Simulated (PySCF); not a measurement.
Al(F)(OMe)(SiH3) (CH₆AlFOSi), SMILES [SiH3][Al]([F])[O]C. Atoms are numbered in the order given.

```xyz
11

Al    -0.3252     0.0707    -0.0258
F     -1.9528     0.3281    -0.3056
O      0.4916    -1.0678    -0.9660
C      0.2996    -1.9768    -2.0121
H      0.5572    -3.0000    -1.6850
H     -0.7435    -1.9895    -2.3785
H      0.9559    -1.7266    -2.8648
Si     0.8554     1.3184     1.6883
H      0.9981     2.7509     1.2844
H      2.2201     0.7565     1.9116
H      0.1089     1.2830     2.9822
```

The structure is a stationary point at B3LYP-D3(BJ)/def2-SVP. The structure was generated by enumeration; whether it is a known compound was not checked. The values are those of a single conformer.

Two levels are set side by side: PBE/pcSseg-1 (PySCF) and KT2/pcSseg-1 (PySCF). GIAO shifts against CFCl3 (¹⁹F), H2O (¹⁷O), TMS (²⁹Si), TMS (¹H), TMS (¹³C) at the same level; non-relativistic, no solvent, atoms listed together averaged. Differences are taken from unrounded values.

```
quantity                 PBE
--------------------  ------
δ(¹⁹F) of F2 (ppm)    -150.4
δ(¹⁷O) of O3 (ppm)      70.2
δ(¹³C) of C4 (ppm)      59.4
δ(²⁹Si) of Si8 (ppm)  -142.2
```

Task: These are the PBE values. What does KT2 give? (Estimate from the structure and the level; the computed values follow.)

Result: 
```
quantity                 KT2  PBE minus KT2
--------------------  ------  -------------
δ(¹⁹F) of F2 (ppm)    -156.0            5.5
δ(¹⁷O) of O3 (ppm)      66.3            3.9
δ(¹³C) of C4 (ppm)      59.1            0.4
δ(²⁹Si) of Si8 (ppm)  -136.1           -6.1
```

Rough cost on one machine, each run with all the roots and properties that it gave: KT2 against PBE within a factor of 2.
